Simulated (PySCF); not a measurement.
## Structure elucidation problem

Molecular formula: C₇H₁₃B. Simulated spectra:

¹H NMR (400 MHz, computed): δ 7.61 (br, 1H), 6.28 (m, 1H), 5.21 (m, 1H), 5.18 (m, 1H), 2.23 (m, 1H), 2.09 (m, 1H), 1.98 (m, 1H), 1.90 (m, 1H), 1.85 (m, 1H), 1.45 (m, 1H), 1.03 (m, 1H), 0.77 (m, 1H), 0.49 (m, 1H).

¹³C{¹H} NMR (computed): δ 156.0 (CH), 116.4 (CH2), 39.1 (CH), 37.8 (CH2), 30.6 (CH2), 30.5 (CH2), 25.2 (CH2).

Method: shielding tensors at PBE0/pcSseg-1 (GIAO), structure optimised with PBE0-D3(BJ)/def2-SVP, in PySCF (in vacuum, a single conformation, relativity neglected).

Scale: ¹H (σ = 31.27 ppm), ¹³C (σ = 184.41 ppm) against TMS (reference shieldings calculated alike).

Problem. Choose the structure that fits.
A. C=CC(=C)CB(C)C
B. C=C[C@H]1CBCCC1
C. C=C[C@H]1BCCCC1
D. CB(C)C=C1CCC1

Solution. B. 

1. 7 carbon signals for 7 carbons: no two carbons are equivalent.
2. Carbon types of the structure: 2 × CH, 5 × CH2, leaving 1 H on heteroatoms.
3. δC 156.0: alkene CH; as expected for a trigonal carbon in a double bond.
4. δC 116.4: terminal =CH2 carbon; as expected for a trigonal carbon in a double bond.
5. δC 39.1: allylic sp3 CH; aliphatic region, no heteroatom directly attached.
6. δC 30.6, 25.2: sp3 CH2 in a ring; aliphatic region, no heteroatom directly attached.
7. δH 5.21, 5.18: hydrogen on a terminal =CH2 carbon; olefinic region.

The others: CB(C)C=C1CCC1 would give 6 carbon signals, not 7; C=C[C@H]1BCCCC1 has carbons computed at 152.3, 118.9, 53.7, 32.4, 29.4, 29.0, 24.8; C=CC(=C)CB(C)C would give 6 carbon signals, not 7.

Hydrogens on boron are broadened and split by ¹¹B (spin 3/2, 80 %) and 10B (spin 3). A carbon bonded to boron is broadened by the quadrupolar boron nucleus and is often missing from a measured spectrum. Shifts are as computed. Against solution values, carbons near 30 ppm lie about +2 ppm off and those near 130 ppm about +5 ppm. Of 1211 compounds with measured shifts, 218 miss one by over three times the rms of a fit or turn the order of signals round; such compounds aren't used in these exercises. Multiplicities follow the n + 1 count of equivalent neighbours, as no J values were calculated; m marks all less simple cases, F and P coupling included.
